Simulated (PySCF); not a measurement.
NbCl₃, SMILES [Cl][Nb]([Cl])[Cl] (connectivity only; charge and spin as stated), neutral, multiplicity 3.

Geometry optimised at PBE-D3(BJ)/def2-SVP. A frequency run showed that this geometry is not a minimum. The multiplicity is an assumed one; other spin states were not compared. The def2 effective core potentials stand for the cores of Nb; spin–orbit coupling is left out.

Computed with PBE-D3(BJ)/def2-SVP (PySCF 2.14.0).

Frequencies are harmonic and unscaled.

```json
[
 {"mode": "1", "ν (cm⁻¹)": "58i", "IR (km/mol)": "17.7", "moving atoms (share of kinetic energy)": "Cl 82 %, Nb 18 %"},
 {"mode": "2", "ν (cm⁻¹)": "68", "IR (km/mol)": "3.3", "moving atoms (share of kinetic energy)": "Nb 53 %, Cl 47 %"},
 {"mode": "3", "ν (cm⁻¹)": "90", "IR (km/mol)": "0.5", "moving atoms (share of kinetic energy)": "Cl 83 %, Nb 17 %"},
 {"mode": "4", "ν (cm⁻¹)": "362", "IR (km/mol)": "0.0", "moving atoms (share of kinetic energy)": "Cl 100 %"},
 {"mode": "5", "ν (cm⁻¹)": "398", "IR (km/mol)": "178.0", "moving atoms (share of kinetic energy)": "Cl 64 %, Nb 36 %"},
 {"mode": "6", "ν (cm⁻¹)": "418", "IR (km/mol)": "69.4", "moving atoms (share of kinetic energy)": "Cl 64 %, Nb 36 %"}
]
```
